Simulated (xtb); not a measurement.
Cl$_{2}$OTa (SMILES [O]=[Ta]([Cl])[Cl]), doublet, from a rough starting geometry (GFN-xTB shapes and energies of metal compounds can be far from the true ones) (the multiplicity is a formal guess); GFN2-xTB run with xtb.

Input for xtb:
```
$ xtb mol.xyz --gfn 2 --uhf 1 --opt vtight --json

# file mol.xyz
4

Ta    -0.05628280    -0.10719098     0.01482325
O     -1.33984895    -1.22832476    -0.23809754
Cl    -0.26709104     2.03264862    -0.71702522
Cl     1.76701250    -0.66045054     0.97197415
```

Question: Write the output that xtb gives for this input, abridged.

Answer: 
```
   ID    Z sym.   atoms
    1   73 Ta     1
    2    8 O      2
    3   17 Cl     3, 4

           -------------------------------------------------
          |                Calculation Setup                |
           -------------------------------------------------

           -------------------------------------------------
          |                 G F N 2 - x T B                 |
           -------------------------------------------------

          ...................................................
          :                      SETUP                      :
          :.................................................:
          :  # basis functions                  34          :
          :  # atomic orbitals                  31          :
          :  # shells                           11          :
          :  # electrons                        25          :
          :  max. iterations                   250          :
          :  Hamiltonian                  GFN2-xTB          :
          :  restarted?                      false          :
          :  GBSA solvation                  false          :
          :  PC potential                    false          :
          :  electronic temp.          300.0000000     K    :
          :  accuracy                    1.0000000          :
          :  -> integral cutoff          0.2500000E+02      :
          :  -> integral neglect         0.1000000E-07      :
          :  -> SCF convergence          0.1000000E-05 Eh   :
          :  -> wf. convergence          0.1000000E-03 e    :
          :  Broyden damping             0.4000000          :
          :  net charge                          0          :
          :  unpaired electrons                  1          :
          ...................................................

 iter      E             dE          RMSdq      gap      omega  full diag
   1    -15.0517310 -0.150517E+02  0.922E+00    1.57       0.0  T
   2    -15.1612614 -0.109530E+00  0.102E+01    1.64       1.0  T
   3    -15.2463425 -0.850811E-01  0.636E+00    1.60       1.0  T
   4    -15.2500745 -0.373201E-02  0.489E+00    1.59       1.0  T
   5    -15.2534741 -0.339955E-02  0.996E-01    1.57       1.0  T
   6    -15.2544984 -0.102431E-02  0.768E-01    1.59       1.0  T
   7    -15.2546671 -0.168695E-03  0.323E-01    1.59       1.0  T
   8    -15.2547826 -0.115476E-03  0.129E-01    1.59       1.0  T
   9    -15.2547938 -0.112389E-04  0.679E-02    1.60       1.0  T
  10    -15.2548017 -0.793840E-05  0.190E-02    1.60       2.6  T
  11    -15.2548018 -0.417321E-07  0.631E-03    1.60       7.9  T
  12    -15.2548018 -0.329373E-07  0.393E-03    1.60      12.7  T
  13    -15.2548018 -0.277512E-07  0.219E-03    1.60      22.8  T
  14    -15.2548018 -0.990415E-08  0.598E-04    1.60      83.6  T
  15    -15.2548018 -0.168011E-09  0.352E-04    1.60     141.9  T

   *** convergence criteria satisfied after 15 iterations ***

         :::::::::::::::::::::::::::::::::::::::::::::::::::::
         ::                     SUMMARY                     ::
         :::::::::::::::::::::::::::::::::::::::::::::::::::::
         :: total energy             -15.224088942549 Eh    ::
         :: gradient norm              0.044805234122 Eh/a0 ::
         :: HOMO-LUMO gap              1.597461992402 eV    ::
         ::.................................................::
         :: SCC energy               -15.254800919193 Eh    ::
         :: -> isotropic ES            0.052875430985 Eh    ::
         :: -> anisotropic ES          0.003681041386 Eh    ::
         :: -> anisotropic XC         -0.004172414956 Eh    ::
         :: -> dispersion             -0.003216850146 Eh    ::
         :: repulsion energy           0.030711976643 Eh    ::
         :: add. restraining           0.000000000000 Eh    ::
         :: total charge               0.000000000000 e     ::
         :::::::::::::::::::::::::::::::::::::::::::::::::::::

      -----------------------------------------------------------
     |                   =====================                   |
     |                        A N C O P T                        |
     |                   =====================                   |
     |               Approximate Normal Coordinate               |
     |                Rational Function Optimizer                |
      -----------------------------------------------------------
      -----------------------------------------------------------
     |                   =====================                   |
     |                        A N C O P T                        |
     |                   =====================                   |
     |               Approximate Normal Coordinate               |
     |                Rational Function Optimizer                |
      -----------------------------------------------------------

          ...................................................
          :                      SETUP                      :
          :.................................................:
          :   optimization level         verytight          :
          :   max. optcycles                   200          :
          :   ANC micro-cycles                  20          :
          :   degrees of freedom                 6          :
          :.................................................:
          :   RF solver                   davidson          :
          :   write xtbopt.log                true          :
          :   linear?                        false          :
          :   energy convergence         0.1000000E-06 Eh   :
          :   grad. convergence          0.2000000E-03 Eh/α :
          :   maxmium RF displ.          1.0000000          :
          :   Hlow (freq-cutoff)         0.1000000E-01      :
          :   Hmax (freq-cutoff)         5.0000000          :
          :   S6 in model hess.         20.0000000          :
[...]
 * total energy  :   -15.2240889 Eh     change       -0.1360174E-09 Eh
 * total energy  :   -15.2261755 Eh     change       -0.2086576E-02 Eh
 * total energy  :   -15.2265645 Eh     change       -0.3889549E-03 Eh
 * total energy  :   -15.2266274 Eh     change       -0.6297165E-04 Eh
 * total energy  :   -15.2266301 Eh     change       -0.2639121E-05 Eh
 * total energy  :   -15.2266304 Eh     change       -0.3004333E-06 Eh
 * total energy  :   -15.2266304 Eh     change       -0.1157220E-07 Eh
   *** GEOMETRY OPTIMIZATION CONVERGED AFTER 7 ITERATIONS ***
[...]
          :  -> wf. convergence          0.1000000E-03 e    :
          :  Broyden damping             0.4000000          :
          :  net charge                          0          :
          :  unpaired electrons                  1          :
          ...................................................

 iter      E             dE          RMSdq      gap      omega  full diag
   1    -15.2594114 -0.152594E+02  0.202E-04    1.59       0.0  T
   2    -15.2594114 -0.172413E-10  0.172E-04    1.59     290.7  T
   3    -15.2594114 -0.155982E-10  0.156E-04    1.59     321.2  T

   *** convergence criteria satisfied after 3 iterations ***

         :::::::::::::::::::::::::::::::::::::::::::::::::::::
         ::                     SUMMARY                     ::
         :::::::::::::::::::::::::::::::::::::::::::::::::::::
         :: total energy             -15.226630396457 Eh    ::
         :: gradient norm              0.000205979689 Eh/a0 ::
         :: HOMO-LUMO gap              1.589904822904 eV    ::
         ::.................................................::
         :: SCC energy               -15.259410478272 Eh    ::
         :: -> isotropic ES            0.052655905663 Eh    ::
         :: -> anisotropic ES          0.003675021329 Eh    ::
         :: -> anisotropic XC         -0.004195757710 Eh    ::
         :: -> dispersion             -0.003226112181 Eh    ::
         :: repulsion energy           0.032780081815 Eh    ::
         :: add. restraining           0.000000000000 Eh    ::
         :: total charge               0.000000000000 e     ::
         :::::::::::::::::::::::::::::::::::::::::::::::::::::

           -------------------------------------------------
          |                Property Printout                |
           -------------------------------------------------

    * Orbital Energies and Occupations

         #    Occupation            Energy/Eh            Energy/eV
      -------------------------------------------------------------
         1        2.0000           -1.1300255             -30.7496
         2        2.0000           -1.1022074             -29.9926
         3        2.0000           -0.6903241             -18.7847
         4        2.0000           -0.5484963             -14.9253
         5        2.0000           -0.4871721             -13.2566
         6        2.0000           -0.4828152             -13.1381
         7        2.0000           -0.4805397             -13.0762
         8        2.0000           -0.4761675             -12.9572
         9        2.0000           -0.4741295             -12.9017
        10        2.0000           -0.4618103             -12.5665
        11        2.0000           -0.4521043             -12.3024
        12        2.0000           -0.4456352             -12.1264
        13        1.0000           -0.3975347             -10.8175 (HOMO)
        14                         -0.3391068              -9.2276 (LUMO)
        15                         -0.2845756              -7.7437
        16                         -0.2455987              -6.6831
        17                         -0.2034862              -5.5371
        18                         -0.0420279              -1.1436
        19                         -0.0128202              -0.3489
        20                         -0.0121553              -0.3308
        21                         -0.0120401              -0.3276
        22                         -0.0119880              -0.3262
        23                         -0.0113229              -0.3081
        24                         -0.0041827              -0.1138
       ...                                ...                  ...
        31                          1.0719523              29.1693
      -------------------------------------------------------------
                  HL-Gap            0.0584279 Eh            1.5899 eV
             Fermi-level           -0.3949526 Eh          -10.7472 eV

     #   Z          covCN         q      C6AA      α(0)
     1  73 Ta       2.233     0.827   345.985    42.565
     2   8 O        0.722    -0.459    22.960     6.421
     3  17 Cl       0.755    -0.184   104.718    15.653
     4  17 Cl       0.755    -0.184   104.720    15.653

 Mol. C6AA /au·bohr⁶  :       1877.306887
 Mol. C8AA /au·bohr⁸  :     158103.240877
 Mol. α(0) /au        :         80.292537

Wiberg/Mayer (AO) data.
largest (>0.10) Wiberg bond orders for each atom

 ---------------------------------------------------------------------------
     #   Z sym  total        # sym  WBO       # sym  WBO       # sym  WBO
 ---------------------------------------------------------------------------
     1  73 Ta   4.675 --     2 O    2.206     3 Cl   1.235     4 Cl   1.235
     2   8 O    2.390 --     1 Ta   2.206
     3  17 Cl   1.426 --     1 Ta   1.235
     4  17 Cl   1.426 --     1 Ta   1.235
 ---------------------------------------------------------------------------

Topologies differ in total number of bonds
Writing topology from bond orders to xtbtopo.mol

molecular dipole:
                 x           y           z       tot (Debye)
 q only:        0.489       0.446       0.104
   full:        1.386       1.247       0.267       4.787
molecular quadrupole (traceless):
                xx          xy          yy          xz          yz          zz
 q only:       -1.932      -2.312      -2.205      -2.715       1.282       4.137
  q+dip:       -2.243      -4.272      -1.724      -1.870       0.011       3.967
   full:       -2.421      -5.020      -1.615      -1.673      -0.393       4.036

optimized geometry written to: xtbopt.xyz

           -------------------------------------------------
          | TOTAL ENERGY              -15.226630396457 Eh   |
          | GRADIENT NORM               0.000205979689 Eh/α |
          | HOMO-LUMO GAP               1.589904822904 eV   |
           -------------------------------------------------

normal termination of xtb
```
